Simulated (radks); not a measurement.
Values are calculated unless marked as measured or tabulated.
Isoelectronic series with 2 electrons, all held in the configuration [He], which need not be the ground one along the series. Code: a radial shooting solver on a logarithmic mesh with Libxc functionals. Model: Dirac Kohn-Sham, BLYP, spin-unpolarised, spherical densities, finite nucleus; Fermi nuclear charge, rms radius of each element as measured or else 0.836 A^(1/3) + 0.57 fm. Total energies (hartree) and mean radii <r> (bohr):

ion,E (hartree),1s1/2
He,-2.90721,0.9456
Ne8+,-93.99013,0.1560
Ar16+,-314.16733,0.08475
Fe24+,-665.77182,0.05790
Se32+,-1152.62554,0.04373
Mo40+,-1780.26010,0.03491
Sn48+,-2556.24555,0.02887
Ce56+,-3490.6850,0.02443
Dy64+,-4596.9060,0.02100
